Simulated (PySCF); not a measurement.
C₂H₇AlN₂.
SMILES with atom numbers: `[CH2:1]1[CH2:2][NH:3][AlH:4][NH:5]1` (hydrogens: H6, H7 on C1; H8, H9 on C2; H10 on N3; H11 on Al4; H12 on N5)

Computed by this run: PySCF, PBE0-D3(BJ)/def2-SVP geometry optimisation, gas phase; density fitting, grid level 1; the optimiser is geomeTRIC in internal coordinates, started from a GFN2-xTB structure with every atom displaced at random (about 0.01 Å).

Step 0: E = -11751.0769 eV
```
atom  x, y, z in Å  |  force x, y, z in eV/Å
C1     -0.1945   -1.0891    0.2300   -0.927   1.672   0.330
C2     -1.0778    0.1048   -0.2846    1.393  -0.112   0.407
N3     -0.2233    1.1830   -0.7707    1.325  -0.985   0.833
Al4     1.4004    1.0246    0.0442   -2.285  -1.196  -0.307
N5      1.0334   -0.5685    0.7879    0.368  -0.114   0.220
H6     -0.0253   -1.7474   -0.6018    0.226  -0.871  -0.864
H7     -0.7840   -1.6180    0.9848   -0.174  -0.328   0.148
H8     -1.7008    0.4739    0.5276   -0.505   0.025   0.583
H9     -1.7255   -0.2522   -1.0639   -0.695  -0.436  -0.689
H10    -0.7201    1.8526   -1.3062   -0.274   0.784  -0.487
H11     2.5770    1.9071    0.1095    1.450   1.071   0.064
H12     1.5087   -1.2705    1.3541    0.096   0.492  -0.238
```

Step 1: E = -11751.2430 eV
```
atom  x, y, z in Å  |  force x, y, z in eV/Å
C1     -0.2401   -1.0654    0.2688    0.063  -0.267  -0.136
C2     -1.1042    0.0922   -0.2776   -0.045   0.113  -0.296
N3     -0.2296    1.1648   -0.7254    0.188   0.390  -0.348
Al4     1.3642    1.0496    0.0714    0.110  -0.015   0.030
N5      1.0118   -0.5415    0.7926    0.016   0.002   0.003
H6     -0.0596   -1.8161   -0.5447   -0.074   0.286   0.186
H7     -0.8229   -1.5939    1.0433   -0.022  -0.065   0.043
H8     -1.8102    0.4569    0.5003    0.083  -0.137   0.043
H9     -1.7351   -0.2962   -1.1072    0.113   0.078   0.192
H10    -0.6417    1.8551   -1.3451   -0.068  -0.175   0.229
H11     2.6931    1.9400    0.1884   -0.348  -0.102  -0.099
H12     1.6424   -1.2451    1.1462   -0.016  -0.108   0.153
```

Problem. Estimate the geometry and energy of step 2. (The exact step hangs on the optimiser's Hessian estimate; all steps are aligned on step 1, rigid shifts and turns removed.)

Solution. E = -11751.2678 eV, largest force 0.322 eV/Å
```
atom  x, y, z in Å  |  force x, y, z in eV/Å
C1     -0.2289   -1.0656    0.2643   -0.043  -0.174  -0.001
C2     -1.0825    0.1028   -0.2859   -0.196   0.029  -0.067
N3     -0.2293    1.1866   -0.7484    0.305  -0.104  -0.003
Al4     1.3494    1.0204    0.0533    0.246   0.069   0.142
N5      1.0168   -0.5582    0.8177   -0.008   0.203  -0.179
H6     -0.0490   -1.8006   -0.5507    0.009   0.063   0.001
H7     -0.8267   -1.5972    1.0281   -0.035  -0.015  -0.043
H8     -1.7749    0.4439    0.5118    0.013   0.015   0.024
H9     -1.7224   -0.2809   -1.1020   -0.005  -0.046   0.059
H10    -0.6631    1.8836   -1.3371   -0.095  -0.054   0.095
H11     2.6439    1.9271    0.1583   -0.088   0.012  -0.071
H12     1.6347   -1.2613    1.2016   -0.103   0.001   0.044
```

The energy changes by -0.0249 eV. The first-order estimate −F·Δx gives -0.0600 eV and the mean of the old and new forces, exact on a quadratic surface, -0.0254 eV. The step makes an angle of 60° with the force vector and moves no atom by more than 0.059 Å.

The cost below is that of the whole optimisation. Time: 37 s wall; peak memory 0.46 GiB. Hardware: one thread of an Arm Neoverse V1, no GPU, shared host.
